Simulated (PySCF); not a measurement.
# Electron correlation in Ar(2+) (argon, charge +2)

[Ne] 3s2 3p4, high-spin 3P determinant. All numbers are calculated (PySCF 2.14, the spin-free X2C one-electron Hamiltonian (Gaussian nucleus), in dyall-av3z (19s12p3d2f, 84 functions)). Frozen: [Ne]; 6 electrons correlated; the 26 highest virtual orbitals of each spin left out.

MP2 pair energies summed by pair of shells (mhartree):

```json
{"pair": "3p-3p", "energy": "-62.75", "share (%)": "46.6"}
{"pair": "3s-3p", "energy": "-61.67", "share (%)": "45.8"}
{"pair": "3s-3s", "energy": "-10.15", "share (%)": "7.5"}
```

Total MP2 correlation energy: -134.57 mhartree.

Same-spin part -30.52 and opposite-spin part -104.06 mhartree; SCS-MP2 scales them by 1/3 and 6/5 to -135.04 mhartree.
